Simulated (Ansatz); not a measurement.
`[OH][AlH][SH]` and `[OH][AlH][S]BF` differ in one atom or group.

Ansatz, PBE0-D4/def2-TZVP geometries, multiplicity 1. Each molecule was computed in one conformer, which needn't be the lowest.

```
                             property  `[OH][AlH][SH]`
    LUMO energy (PBE/def2-TZVPP) / eV            -1.33
 HOMO–LUMO gap (PBE0/def2-TZVPP) / eV             7.22
HOMO–LUMO gap (B3LYP/def2-TZVPP) / eV             6.75
   LUMO energy (PBE0/def2-TZVPP) / eV            -0.57
  LUMO energy (B3LYP/def2-TZVPP) / eV            -0.77
    HOMO energy (PBE/def2-TZVPP) / eV            -6.56
```

Question: What does the change do to each property? (An estimate is asked.)

Answer: Ansatz gave: 
| property | `[OH][AlH][S]BF` | shift |
| --- | --- | --- |
| LUMO energy (PBE/def2-TZVPP) / eV | -2.26 | -0.93 |
| HOMO–LUMO gap (PBE0/def2-TZVPP) / eV | 7.10 | -0.12 |
| HOMO–LUMO gap (B3LYP/def2-TZVPP) / eV | 6.63 | -0.12 |
| LUMO energy (PBE0/def2-TZVPP) / eV | -1.33 | -0.76 |
| LUMO energy (B3LYP/def2-TZVPP) / eV | -1.53 | -0.76 |
| HOMO energy (PBE/def2-TZVPP) / eV | -7.23 | -0.67 |

With PBE0 the HOMO falls by 0.64 eV and the LUMO falls by 0.76 eV, so the gap narrows by about 0.12 eV. PBE moves the HOMO by -0.67 eV and ωB97M-V by -0.58 eV. The zero-point energy changes by 23.4 kJ/mol with +6 modes.

B3LYP here is the variant with VWN-RPA as its local correlation; programs differ in this.
